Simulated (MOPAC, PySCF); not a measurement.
Cl3In, SMILES `[Cl][In]([Cl])[Cl]`, neutral singlet in the gas phase. 

Cartesian coordinates (Å):
```xyz
4

Cl     2.1586    -0.7680     0.1193
In     0.0004    -0.0016     0.0032
Cl    -1.7415    -1.4904    -0.0888
Cl    -0.4149     2.2535    -0.0217
```
Charge 0, multiplicity 1.

All levels are single points at this geometry (PBE0-D4/def2-TZVP); Pople sets use spherical d functions. Orbital energies aren't observables, and empty levels follow the basis.

PM3 in MOPAC gives gap (eV) = 7.89.

Task: Estimate the gap (eV) from each of these levels: PBE-D3(BJ)/def2-TZVP in PySCF; PBE0-D4/def2-TZVP in PySCF; M06-2X/6-31G* (LANL2DZ on In) in PySCF; HF/6-31G* (LANL2DZ on In) in PySCF; PM6 in MOPAC.

Result: 
```csv
level,gap (eV)
PBE-D3(BJ)/def2-TZVP in PySCF,4.25
PBE0-D4/def2-TZVP in PySCF,6.56
M06-2X/6-31G* (LANL2DZ on In) in PySCF,8.56
HF/6-31G* (LANL2DZ on In) in PySCF,13.06
PM6 in MOPAC,9.68
```
